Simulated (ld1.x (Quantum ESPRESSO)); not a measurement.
## What one change does to a pseudopotential (lithium (Li), TM)

ld1.x (Quantum ESPRESSO) 7.5 input, shortened:

```
&input
   title='Li', zed=3., rel=1, dft='PBE', iswitch=3,
   config='[He] 2s0.5 2p0.5 3d-2'
 /
 &inputp
   pseudotype=2, tm=.true., lloc=0,
   nlcc=.true.
 /
3
2P  2  1   0.50   0.00  4.20  4.20  0.0
3D  3  2  -2.00   0.25  4.00  4.00  0.0
2S  1  0   0.50   0.00  2.10  2.10  0.0
 &test
   configts(1)='2s0.5 2p0.5'
 /
```

All-electron outer shells of the reference configuration (PBE, scalar-relativistic, ld1.x):

```
shell  level (eV)  outermost node (bohr)  outermost maximum (bohr)
   1s      -52.63                      –                      0.36
   2s       -3.14                   0.83                      3.12
   2p       -1.35                      –                      3.86
```

Change: reference 2s1 2p0.

Cutoffs: the cutoffs (Ry, on a coarse ladder) from which the occupation-weighted sum of valence levels, in a spherical-Bessel basis at the reference potential, stays within 10 and 1 mRy of its value at 400 Ry; they do not see the model core or the augmentation charge, which bear on the density cutoff. Errors are all-electron minus pseudo energies relative to the spin-unpolarised reference configuration.

Question: What does the change do?

Answer: Both files are so soft that the ladder of cutoffs tells neither apart; the number of tests with a reliable result goes from 3 to 2; neither file shows a bound ghost.

```tsv
quantity	base	changed
cutoff, loose	6 Ry	6 Ry
cutoff, tight	6 Ry	6 Ry
bound ghosts	none	none
largest error over its own tests, meV	+2.7	-6.1
s: phases at 4.57 bohr within 0.05 rad from the reference energy up to (Ry; the scan ends near 5)	0.7	0.7
p: phases at 4.57 bohr within 0.05 rad from the reference energy up to (Ry; the scan ends near 5)	0.6	0.7
d: phases at 4.57 bohr within 0.05 rad from the reference energy up to (Ry; the scan ends near 5)	1.8	1.9
```
